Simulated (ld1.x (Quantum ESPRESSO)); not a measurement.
**Transferability test, TM potential for Lu**

```json
{
 "Element": "lutetium",
 "Generator": "ld1.x (Quantum ESPRESSO) 7.5",
 "Type": "norm-conserving Troullier–Martins (Kleinman–Bylander form)",
 "Functional": "BLYP",
 "Relativity": "scalar-relativistic",
 "Frozen core": "[Kr] 4d10",
 "Valence charge": "25",
 "Reference configuration": "4f14 5s2 5p6 5d0 6s0 6p0 (charge +3)",
 "Partial waves": "5s (bound): rc 1.05 bohr; 5p (bound): rc 1.95 bohr; 5d (bound, empty): rc 2.30 bohr; 4f (bound): rc 0.60 bohr",
 "Local potential": "the f channel",
 "Core correction": "Bessel-smoothed model core inside 0.45 bohr"
}
```

Energies are relative to the spin-unpolarised reference configuration 4f14 5s2 5p6 5d0 6s0 6p0; without spin polarisation the order of configurations can differ from experiment. Not all tests gave a result: 2 of 7 tests not solved or not reliable. Left out of the table: 4f14 5s2 5p6 5d1 6s1 6p1 (solver errors, printed error -9.5 eV); 4f13 5s2 5p6 5d2 6s1 6p0 (pseudo-atom not self-consistent, printed error -5908 eV).

| valence configuration | charge | ΔE all-electron (eV) | error AE − PS (meV) |
| --- | --- | --- | --- |
| 4f14 5s2 5p6 5d1 6s2 6p0 | 0 | -40.722 | +64 |
| 4f14 5s2 5p6 5d1 6s1 6p0 | +1 | -33.417 | +41 |
| 4f14 5s2 5p6 5d2 6s1 6p0 | 0 | -37.707 | +22 |
| 4f14 5s2 5p5 5d1 6s2 6p0 | +1 | -3.882 | +61 |

Task: What are ΔE and the potential's error for 4f14 5s2 5p6 5d1 6s0 6p0?

Result: ΔE = -20.015 eV all-electron; the error (AE − PS) is -1.5 meV.

Levels in the configuration 4f14 5s2 5p6 5d1 6s2 6p0:

```
level  all-electron (eV)  pseudo (eV)
   4f             -9.369       -9.391
   5s            -60.834      -60.781
   5p            -31.438      -31.394
   5d             -1.625       -1.596
   6s             -4.532       -4.545
```

A Bessel basis up to 400 Ry misses an occupied level by 0.50 Ry, so cutoffs were not judged. Note: ghost states, extra bound levels that the all-electron valence spectrum of the same l lacks: s at -2384.1 eV, p at -1386.4 eV, s at -444.6 eV, p at -19.1 eV (other channels not judged).
